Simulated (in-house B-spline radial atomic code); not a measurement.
Atomic self-consistent-field run: Ni2+. Computed with a radial B-spline atomic code at the basis-set limit: non-relativistic r2SCAN, spin-polarised, spherical fractional occupations, point nucleus.

Command:
```bash
python run_scf.py task.json out
```
Settings:
```
Z                28
configuration    [Ar] 3d8
hamiltonian      nr
method           r2scan
spin_polarised   True
```

Output (hartree, bohr):
```
 radial grid: 49 intervals, B-splines of order 8, outer radius 25.5556 bohr

 iter        energy (Eh)    residual
    1       -1507.261149    4.74e-02
    2       -1507.264872    3.20e-03
    3       -1507.265161    1.64e-03
    4       -1507.265192    3.89e-04
    5       -1507.265188    5.27e-04
    6       -1507.265197    3.47e-05
    7       -1507.265197    1.98e-05
    8       -1507.265197    9.63e-07
    9       -1507.265197    1.69e-07

 total energy                     -1507.26520
 kinetic                            1506.1858
 electron-nucleus                  -3579.2078
 Hartree                             628.3175
 exchange-correlation                -62.5606

 orbital      occ     eigenvalue          <r>       <r^2>       <1/r>       <r^4>     <1/r^2>       r_max
 1s up      1.000      -300.1545    0.0548445  0.00403276     27.5076 4.15218e-05     1522.41     0.03615
 1s down    1.000      -300.1549    0.0548445  0.00403274     27.5076 4.15202e-05     1522.41     0.03615
 2s up      1.000       -36.4705     0.247957   0.0725148     5.96396  0.00914634     145.723      0.2074
 2s down    1.000       -36.4151     0.247721   0.0723667     5.96979  0.00910439     145.989      0.2073
 2p up      3.000       -31.8611     0.216664   0.0575611     5.90757   0.0067029     47.7858      0.1662
 2p down    3.000       -31.8199     0.216414   0.0574138     5.91279   0.0066638     47.8579      0.1661
 3s up      1.000        -4.8708     0.749031    0.647522     1.88571    0.679956     21.8822       0.647
 3s down    1.000        -4.7631     0.751182    0.651364      1.8783    0.689205     21.6792      0.6479
 3p up      3.000        -3.4448     0.781787    0.720141     1.75583    0.907769     6.77546      0.6509
 3p down    3.000        -3.3375     0.785306     0.72714     1.74715    0.929325     6.70661      0.6522
 3d up      5.000        -1.0963     0.947113     1.16172      1.4032     3.38259     2.68606      0.6305
 3d down    3.000        -0.9960     0.975511     1.24549     1.37665     4.02125     2.60762      0.6358
```

Time taken, with all properties: 0.19 s on 1 thread of Arm Neoverse V2, on a shared host.
